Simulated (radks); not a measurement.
Problem. Species: Cr III. Configuration: [Ar] 3d4. Calculated with a radial shooting solver on a logarithmic mesh with Libxc functionals: non-relativistic Kohn-Sham, exchange-only r2SCAN, spin-polarised, spherical densities, point nucleus; open shells are filled with parallel spins first; meta-GGA in the generalised Kohn-Sham scheme. Some entries of the table are withheld. Estimate them.

orbital,occ.,eigenvalue (eV),<1/r> (bohr^-1)
1s down,1,-5876.525,23.52
1s up,1,-5876.479,23.52
2s up,1,-687.2644,4.993
2s down,1,-685.0567,5.005
2p up,3,-585.2403,4.921
2p down,3,-583.5799,4.932
3s up,1,-97.9301,1.552
3s down,1,-91.9278,1.542
3p up,3,-68.9000,(1)
3p down,3,-62.8944,(2)
3d up,4,-23.5581,1.096
4s up,0,-17.7770,(3)
3d down,0,-17.5533,1.070
4p up,0,-12.6125,0.3990

Solution. 
(1) 3p up <1/r> (bohr^-1): 1.427
(2) 3p down <1/r> (bohr^-1): 1.417
(3) 4s up <1/r> (bohr^-1): 0.4826
